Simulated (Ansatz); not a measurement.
`CSBCl` + `CC(=O)[SeH]` → `C[Se]C(C)=O` + `SBCl`  (substitution at a C–S bond)

Isolated molecules relaxed with PBE0-D4/def2-TZVP in Ansatz; ΔE leaves out vibrations. CCSD(T)/CBS adds triple-zeta CCSD(T) − MP2 to the extrapolated MP2 energy (def2 sets, frozen cores). This one scheme is used for every species. DFT in def2-TZVPP. For Se outer-core shells are correlated without core-valence functions, which leaves a few kJ/mol of doubt a bond. Scalar relativity is left out up to krypton. One conformer a species, not always the lowest.

```csv
level,ΔE (kcal/mol)
ωB97X-V,-1.1
HF/def2-TZVPP,-0.7
MP2/CBS(def2),-1.7
CCSD/CBS(def2),-1.4
```

Question: What does CCSD(T)/CBS give? (An estimate is asked.)

Answer: The calculation gave: -1.4 kcal/mol. The listed levels differ from it by 0.3, 0.7, -0.3, 0.0 kcal/mol.

Largest T1 diagnostic among the species: 0.014.

In def2-TZVPP, CCSD(T) changes the Hartree–Fock value by −1.2 kcal/mol (the triples alone add −0.0 kcal/mol) and MP2 by −1.4 kcal/mol.
